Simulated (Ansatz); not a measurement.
Basis-set series for `ClC1(I)CO1`. Charge 0, multiplicity 1. I: def2 effective core potential. Geometry: relaxed with PBE0-D4/def2-TZVP.

```json
{"functional": "PBE0-D4", "basis": "def2-TZVPP", "functions": "213", "energy (Eh)": "-910.26814", "HOMO (eV)": "-7.75", "LUMO (eV)": "-1.61"}
{"functional": "PBE0-D4", "basis": "def2-QZVPP", "functions": "383", "energy (Eh)": "-910.29110", "HOMO (eV)": "-7.77", "LUMO (eV)": "-1.68"}
{"functional": "ωB97M-V", "basis": "def2-TZVPP", "functions": "213", "energy (Eh)": "-910.48014", "HOMO (eV)": "-9.93", "LUMO (eV)": "0.41"}
{"functional": "ωB97M-V", "basis": "def2-QZVPP", "functions": "383", "energy (Eh)": "-910.50210", "HOMO (eV)": "-9.96", "LUMO (eV)": "0.29"}
```

**Question.** Give the rows for def2-SVP. (Best estimate.)

**Answer.** The calculation gave: 
| functional | basis | functions | energy (Eh) | HOMO (eV) | LUMO (eV) |
| --- | --- | --- | --- | --- | --- |
| PBE0-D4 | def2-SVP | 96 | -909.92173 | -7.65 | -1.42 |
| ωB97M-V | def2-SVP | 96 | -910.12989 | -9.81 | 0.71 |

Positive LUMOs are unbound and depend on the basis.

Results of the Gaussian-basis code of Ansatz.
